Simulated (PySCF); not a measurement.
H₄BrNSi, SMILES Br[SiH2]N, PBE0/def2-SVP optimised geometry.

```
7

N      1.09    -0.68     0.00
Si    -0.62    -0.68     0.00
Br    -1.59     1.35     0.00
H      1.59    -0.40     0.84
H      1.59    -0.40    -0.83
H     -1.09    -1.35     1.24
H     -1.09    -1.35    -1.24
```

Density from PBE0/def2-TZVP (PySCF) at that geometry.

Minimum of the electron density along straight lines between bonded atoms, close to the bond critical point (lines longer than 1.1 times the sum of covalent radii, or with two minima, are not listed):

```json
[
 {"bond": "N1–Si2", "length / Å": "1.715", "ρ at the minimum / e bohr⁻³": "0.135", "∇²ρ there / e bohr⁻⁵": "?", "position (fraction from the first atom)": "0.60"},
 {"bond": "Si2–Br3", "length / Å": "2.253", "ρ at the minimum / e bohr⁻³": "?", "∇²ρ there / e bohr⁻⁵": "?", "position (fraction from the first atom)": "0.35"},
 {"bond": "N1–H4", "length / Å": "1.015", "ρ at the minimum / e bohr⁻³": "0.331", "∇²ρ there / e bohr⁻⁵": "-1.62", "position (fraction from the first atom)": "0.74"},
 {"bond": "N1–H5", "length / Å": "1.015", "ρ at the minimum / e bohr⁻³": "0.331", "∇²ρ there / e bohr⁻⁵": "-1.62", "position (fraction from the first atom)": "0.74"},
 {"bond": "Si2–H6", "length / Å": "1.486", "ρ at the minimum / e bohr⁻³": "0.124", "∇²ρ there / e bohr⁻⁵": "0.14", "position (fraction from the first atom)": "0.49"},
 {"bond": "Si2–H7", "length / Å": "1.486", "ρ at the minimum / e bohr⁻³": "0.124", "∇²ρ there / e bohr⁻⁵": "0.14", "position (fraction from the first atom)": "0.49"}
]
```

Problem. What belongs in the gaps?

Solution. 
- N1–Si2, ∇²ρ there / e bohr⁻⁵: 0.58
- Si2–Br3, ρ at the minimum / e bohr⁻³: 0.084
- Si2–Br3, ∇²ρ there / e bohr⁻⁵: 0.07
